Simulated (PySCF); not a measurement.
# How methods differ on the excitation energy of Nb

Nb [Kr] 4d4 5s1 (6D) → Nb [Kr] 4d3 5s1 6s1 (6F), as a difference of total energies. Calculation: PySCF 2.14, in x2c-TZVPPall with one added diffuse shell each of s, p, d, f type (9s7p7d3f1g, 95 functions); the spin-free X2C one-electron Hamiltonian (Gaussian nucleus). Correlated levels: valence: [Kr] frozen. The calculations carry no spin-orbit coupling.

| method | excitation energy (eV) |
| --- | --- |
| UHF | 3.914 |
| MP2 (valence) | 4.476 |
| SCS-MP2 (valence) | 4.101 |
| CCSD (valence) | 4.502 |
| CCSD(T) (valence) | 4.528 |

Problem. How much does correlation contribute at CCSD(T) (valence)?

Solution. 4.528 − (3.914) = 0.614 eV, measured against UHF.

A first-order spin-orbit estimate (lowest level to lowest level, LS coupling) adds -0.055 eV.

The promoted electron is Rydberg-like, and one or two diffuse shells describe it only roughly, which tends to raise the upper state.
